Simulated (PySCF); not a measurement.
C₅H₆ClNSi.
Numbering: `[CH3:1][Si@:2]1([Cl:3])[CH2:4][CH:5]=[C:6]1[C:7]#[N:8]`

Definitions: NICS(0) = −σiso at the ring centroid; NICS(1) = −σiso and NICS(1)zz = −σzz at ±1 Å along the ring normal z. Level: GIAO PBE0/pcSseg-1 (PySCF, non-relativistic, gas phase) on the GFN2-xTB geometry, one conformer.

Ring bond lengths (Å), with Mayer bond orders in brackets: Si2–C4 1.937 (0.88), C4–C5 1.501 (1.02), C5–C6 1.345 (1.73), C6–Si2 1.917 (0.78).

Q: Give the NICS values of each ring in ppm.

A: 
```csv
ring,type,NICS(0),"NICS(1), two faces","NICS(1)zz, two faces",rms pucker (Å),"centre to ring atoms, mean (Å)"
Si2–C4–C5–C6,"4-membered ring with Si; formal bonds 1 double, 3 single",-0.9,-2.3 / -3.4,3.4 / 1.2,0.01,1.18
```

Q: What do they say, and how far can they be read as aromaticity?

A: 
- Si2–C4–C5–C6: mean NICS(1)zz 2.3 ppm, near zero. Si2, C4 have four or more neighbours, and the NICS criterion for π rings isn't applied.

Q: List the ring angles and the Hirshfeld charges of the ring atoms.

A: 
- Si2–C4–C5–C6: Si2 72.3° (+0.411 e), C4 88.2° (-0.164 e), C5 105.9° (+0.006 e), C6 93.7° (-0.094 e); sum 360.0° against 360° for a flat convex ring.

Q: What are the shieldings of the ring atoms and their hydrogens in the same run (means over atoms taken as equivalent)?

A: 
```tsv
atoms	environment	σ isotropic (ppm)
Si2	chlorine-bound silicon	326.8
C4	sp3 carbon bound to silicon	152.3
C5	alkene CH carbon	14.4
C6	fully substituted alkene carbon	54.2
H on C4	methylene hydrogen	29.60
H on C4	methylene hydrogen	29.47
H on C5	vinylic hydrogen	23.99
```

Hardware: one thread, Arm Neoverse N1 (aarch64) (shared host). Cost: 65 s wall (grids of density and orbitals included), 0.75 GiB resident at most. This is the whole shielding run at PBE0/pcSseg-1, SCF included.
